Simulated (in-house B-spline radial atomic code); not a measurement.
Results of a calculation; reference values are marked as such.
Zn in electron gases of falling density

A nucleus sits in a uniform electron gas with a rigid positive background. The Kohn-Sham equations are solved self-consistently in the spin-unpolarised LDA (PW92), non-relativistic, on B-splines with outgoing waves at the boundary and partial waves to l = 8. The model has no lattice, no bands and no magnetic solution. Atomic units; δ_l are the phase shifts at the Fermi level, counted so that each bound state adds π, and good to about 0.0005.

| r_s (bohr) | k_F | δ0/π | δ1/π | δ2/π | shallowest bound level (hartree) | σ_tr (bohr²) | Q (a.u.) |
| --- | --- | --- | --- | --- | --- | --- | --- |
| 1.5 | 1.2794 | 2.938 | 2.141 | 1.038 | s -0.0019 | 4.64 | 0.420 |
| 1.65 | 1.1631 | 2.987 | 2.166 | 1.037 | s -0.00334 | 5.82 | 0.360 |
| 1.8 | 1.0662 | 3.029 | 2.186 | 1.034 | s -0.00474 | 7.30 | 0.319 |
| 2 | 0.9596 | 3.080 | 2.205 | 1.030 | s -0.00663 | 9.62 | 0.275 |
| 2.07 | 0.9271 | 3.096 | 2.210 | 1.028 | s -0.00732 | 10.50 | 0.262 |
| 2.2 | 0.8723 | 3.125 | 2.217 | 1.024 | s -0.0087 | 12.24 | 0.239 |
| 2.4 | 0.7996 | 3.166 | 2.225 | 1.018 | s -0.0111 | 15.16 | 0.209 |
| 2.67 | 0.7188 | 3.216 | 2.230 | 1.012 | s -0.015 | 19.68 | 0.177 |
| 3 | 0.6397 | 3.272 | 2.231 | 1.005 | s -0.0208 | 26.61 | 0.151 |
| 3.3 | 0.5816 | 3.318 | 2.227 | 1.000 | s -0.0269 | 34.78 | 0.134 |
| 3.6 | 0.5331 | 3.360 | 2.221 | 0.996 | s -0.0336 | 45.15 | 0.123 |
| 4 | 0.4798 | 3.410 | 2.211 | 0.993 | s -0.0429 | 62.47 | 0.112 |

Q = n k_F σ_tr, with n = 3/(4π r_s³).

(1) How does the screening charge move between partial waves as the gas thins?

(2) What end-to-end powers of r_s do the first and last rows give for σ_tr and Q?

Results:

(1) By (2/π)(2l + 1) δ_l, at r_s = 1.5 it is s 5.88, p 12.85, d 10.38, f and beyond 0.90, and at r_s = 4 s 6.82, p 13.26, d 9.93, f and beyond -0.01. The free atom is [Ar] 3d10 4s2.

(2) σ_tr goes as r_s^+2.65 and Q as r_s^-1.35. Since n k_F/k_F² goes as r_s⁻², Q = 4π n Σ/k_F would fall as r_s⁻² at fixed phase shifts; the sum Σ (l + 1) sin²(δ_l − δ_(l+1)) is 0.605 in the first row and 1.144 in the last, and ranges from 0.60 to 1.14 between them, so these powers are no law.
